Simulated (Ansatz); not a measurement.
Basis-set extrapolation for `C1=[CH][AlH][CH2]O1` (PBE0-D4/def2-TZVP geometry, frozen core, Ansatz). Multiplicity 1, RHF reference.

|  | def2-TZVPP | def2-QZVPP |
| --- | --- | --- |
| HF | -433.334102 | -433.349744 |
| MP2 correlation | -0.791633 | -0.846963 |
| CCSD(T) correlation | -0.860106 | not run |

Energies in hartree. Use E(X) = E(∞) + A·exp(−7.88·√X) for Hartree–Fock and E(X) = E(∞) + B·X^(−2.97) for correlation, with X = 3 and 4, and add CCSD(T) minus MP2 of the smaller set to the MP2 limit.

Problem. What is the CCSD(T) energy at the basis-set limit?

Solution. HF limit: -433.349744 + (-0.015642) × 0.13774 = -433.35190. MP2 limit: -0.846963 + (-0.055330) × 0.74074 = -0.88795. Higher-order term: -0.860106 − (-0.791633) = -0.06847. Total: -434.30832 hartree, 299.6 kJ/mol below CCSD(T)/def2-TZVPP.
